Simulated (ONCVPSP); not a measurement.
Before and after: ONCV potential for antimony (Sb)

antimony (Sb), optimised norm-conserving Vanderbilt (ONCV), made with ONCVPSP 4.0.1 (PBE, fully relativistic). Core [Kr] 4d10, reference 5s2 5p2 (charge +1). Waves: 5s: rc 1.70 bohr, ncon 3, nbas 6, qcut 3 1/bohr, 1 projector; 5p: rc 2.40 bohr, ncon 5, nbas 9, qcut 2.9 1/bohr, 2 projectors, debl 1.8 Ha; d scattering state at 0.38 Ha: rc 2.10 bohr, ncon 4, nbas 7, qcut 3.8 1/bohr, 2 projectors, debl 0.9 Ha. Local part: polynomial inside 1.30 bohr (lpopt 5, dvloc0 0 Ha). Core correction: Teter function, fcfact 3.25, rcfact 1.6.

Open shells are filled in proportion to 2j + 1.

Change: core correction Teter function, fcfact 3.25, rcfact 1.9.

Cutoffs: the cutoffs (Ha) at which the residual kinetic energy of the hardest occupied pseudo-wave falls to 1 and 0.1 mHa per electron; they do not see the model core or the augmentation charge, which bear on the density cutoff. Errors are all-electron minus pseudo energies relative to the spin-unpolarised reference configuration.

Question: How do hardness, ghosts and transferability respond?

Answer: The potential gets neither clearly harder nor softer (19 Ha and 40 Ha → 19 Ha and 40 Ha); both files keep a bound ghost (d, s); the number of tests with a reliable result goes from 4 to 3; of the 3 tests that both files solve, the error grows in 3 and shrinks in 0 by more than 15 % and 0.3 meV (median size 40.0 → 95.8 meV). A model core, the more so a compact one, raises the density cutoff, which this test does not measure.

```tsv
quantity	base	changed
cutoff, loose	19 Ha	19 Ha
cutoff, tight	40 Ha	40 Ha
bound ghosts	s, d5/2, d3/2	s, d5/2, d3/2
GHOST(+) flags under 300 eV	p3/2 at 47.4 eV, p1/2 at 56.1 eV	p3/2 at 47.4 eV, p1/2 at 56.1 eV
tests with a reliable result	4 of 4	3 of 4
error for 5s2 5p3, meV [ΔE -8.33 eV]	-40	-96
error for 5s2 5p0, meV [ΔE 40.43 eV]	-356	-648
error for 5s2 5p2.5, meV [ΔE -5.06 eV]	-12	-27
s: phases at 1.72 bohr within 0.05 rad from the reference energy up to (Ha; the scan ends near 5)	1.6	1.6
p3/2: phases at 2.44 bohr within 0.05 rad from the reference energy up to (Ha; the scan ends near 5)	1.7	1.7
p1/2: phases at 2.44 bohr within 0.05 rad from the reference energy up to (Ha; the scan ends near 5)	1.9	1.9
d5/2: phases at 2.13 bohr within 0.05 rad from the reference energy up to (Ha; the scan ends near 5)	4.4	4.4
d3/2: phases at 2.13 bohr within 0.05 rad from the reference energy up to (Ha; the scan ends near 5)	4.2	4.2
rms error of d²Exc/dni dnj with the model core, mHa	0.57	3.85
```

Base: The cutoffs count occupied waves only; projector 2 of the d channel, the hardest unoccupied one, needs 50 Ha at the loose tolerance. Changed file: The cutoffs count occupied waves only; projector 2 of the d channel, the hardest unoccupied one, needs 50 Ha at the loose tolerance. A true bound ghost makes a file unfit for plane-wave use even where its test errors are small: the radial tests pick states by their node count and pass the ghost by.
